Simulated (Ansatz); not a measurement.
Reaction (atomization): `[BH2][Zn][NH2]` → B• + 4 H• + N• + Zn (atom)

Isolated molecules relaxed with PBE0-D4/def2-TZVP in Ansatz; ΔE leaves out vibrations. CCSD(T)/CBS adds triple-zeta CCSD(T) − MP2 to the extrapolated MP2 energy (def2 sets, frozen cores). This one scheme is used for every species, atoms too. Functionals use def2-TZVPP. No spin–orbit coupling; open shells (•) take unrestricted orbitals. Spin–orbit coupling would lower the free atoms: a little for B. For Zn outer-core shells are correlated without core-valence functions, so the limit isn't a true one: a few kJ/mol of doubt a bond, and 10 to 20 or more in all where bonds break to atoms. Scalar relativity is left out up to krypton. Each species was taken in one conformer, which may not be the lowest.

`[BH2][Zn][NH2]`:

```xyz
7

B    -0.364    1.701    0.813
Zn    0.027   -0.102   -0.045
N     0.387   -1.714   -0.794
H     0.232    2.698    0.516
H    -1.209    1.845    1.652
H     1.051   -1.868   -1.535
H    -0.125   -2.561   -0.608
```

```tsv
level	ΔE (eV)
B2PLYP	19.78
revPBE	19.48
r2SCANh	19.95
CCSD(T)/def2-SVP	18.34
```

Q: What does CCSD(T)/CBS give? (Estimate.)

A: The calculation gave: +19.88 eV. The listed levels differ from it by -0.10, -0.40, 0.07, -1.54 eV.

Largest T1 diagnostic among the species: 0.017.

At CCSD(T), def2-SVP lies −1.54 eV from the extrapolated value and def2-TZVPP −0.59 eV: correlation converges slowly with the basis, and small sets miss more of it in the bonded molecule than in its fragments. From r2SCAN to r2SCAN0 (25 % exact exchange), in def2-TZVPP and without D4, ΔE moves by −0.37 eV: exact exchange takes away binding that semilocal exchange gives to molecules.

For atomizations the MP2-based limit and the directly extrapolated one differ by several kJ/mol either way, and by 10 to 25 for some Ge, Se and Sn compounds, so smaller differences from it don't rank the levels.
